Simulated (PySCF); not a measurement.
## Correlation energy of S³⁺ (sulfur, charge +3)

[Ne] 3s2 3p1, 2P determinant. All numbers are calculated (PySCF 2.14, the non-relativistic Hamiltonian (point nucleus), in aug-cc-pwCVTZ (8s7p5d3f, 75 functions)). Frozen: 1s2; 11 electrons correlated.

```tsv
level	correlation energy (mhartree)
CCSD	-333.89
(T)	-3.61
CCSD(T)	-337.50
```

Diagnostics: T1 = 0.0065, D1 = 0.0266, largest double amplitude 0.100.

Is a single reference adequate?

Mostly. T1 lies below 0.03, but a double amplitude of this size points to a near-degeneracy that CCSD handles and MP2 describes poorly.
